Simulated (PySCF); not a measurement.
Compound: 1,1,1,3-tetrafluoropropane, C3H4F4.
Bonds: F1–C2, C2–C3, C3–C4, C4–F5, C4–F6, C4–F7. Hydrogens: H8, H9 on C2; H10, H11 on C3.

Computed geometry: GFN2-xTB, gas phase.

**Question.** List the bond lengths, angles and torsions at this level.

**Answer.** 
| bond | length (Å) |
| --- | --- |
| F1–C2 | 1.367 |
| C2–C3 | 1.528 |
| C3–C4 | 1.514 |
| C4–F5, C4–F6, C4–F7 | 1.340 |
| C2–H8, C2–H9 | 1.095 |
| C3–H10, C3–H11 | 1.092 |

Bonds in one row agree within 0.01 Å and their mean is given. A selection of angles:
| angle | degrees |
| --- | --- |
| F1–C2–C3 | 109.2 |
| F1–C2–H8 | 107.2 |
| C3–C2–H8 | 111.4 |
| H8–C2–H9 | 110.3 |
| C2–C3–C4 | 110.6 |
| C2–C3–H10 | 110.2 |
| C4–C3–H10 | 108.4 |
| H10–C3–H11 | 109.0 |
| C3–C4–F5 | 112.3 |
| F5–C4–F6 | 106.7 |
| F5–C4–F7 | 106.4 |

Torsions: F1–C2–C3–C4 180° (antiperiplanar); C2–C3–C4–F5 -60° (synclinal).

Of the pairs four or more bonds apart, F7···H8 is among the closest relative to their van der Waals radii: 2.63 Å, 99 % of the sum of Bondi's values. The C–F distances run from 1.339 Å (C4–F6, drawn single) to 1.367 Å (F1–C2, drawn single), a spread of 0.028 Å.

Point group: Cs (every atom within 0.08 Å of its image). Whether it is a minimum is left open (no frequencies). One conformer, not necessarily the lowest.
